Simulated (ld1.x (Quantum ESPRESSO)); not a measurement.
## Cutoff test, Rb, TM

- Element: Rb
- Generator: ld1.x (Quantum ESPRESSO) 7.5
- Type: norm-conserving Troullier–Martins (Kleinman–Bylander form)
- Functional: LDA (PZ)
- Relativity: scalar-relativistic
- Frozen core: [Kr]
- Valence charge: 1
- Reference configuration: 4d0 5s0 5p1
- Partial waves: 5s (bound, empty): rc 4.20 bohr; 5p (bound): rc 4.15 bohr; 4f channel at 0.05 Ry: rc 4.50 bohr; 4d (bound, empty): rc 4.20 bohr
- Local potential: the d channel
- Core correction: a·sin(br)/r model core, default radius (core density twice the valence density)

The pseudo-atom Hamiltonian at the reference potential is diagonalised in spherical Bessel functions j_l(qr) that vanish at 20 bohr, with q² up to the cutoff. All-electron valence levels (Ry): 5s -0.2240, 5p -0.1007, 4d -0.0502.

Q: How do the lowest levels (Ry) of each channel move with the cutoff, and are there ghosts?

A:

| cutoff (Ry) | s #1 | s #2 | s #3 | p #1 | p #2 | f #1 | f #2 | d #1 | Σ f·Δε (mRy) |
| --- | --- | --- | --- | --- | --- | --- | --- | --- | --- |
| 8 | -0.4658 | -0.2239 | -0.0282 | -0.1005 | 0.0224 | 0.0517 | 0.1660 | -0.0491 | 0.0 |
| 10 | -0.4710 | -0.2239 | -0.0282 | -0.1005 | 0.0224 | 0.0517 | 0.1660 | -0.0497 | 0.0 |
| 400 | -0.4718 | -0.2240 | -0.0282 | -0.1006 | 0.0224 | 0.0517 | 0.1660 | -0.0498 | 0.0 |

Result: ghost state, extra bound levels that the all-electron valence spectrum of the same l lacks: s at -6.4 eV (a true bound ghost makes a file unfit for plane-wave use); 10 mRy is reached at 6 Ry and 1 mRy at 6 Ry.
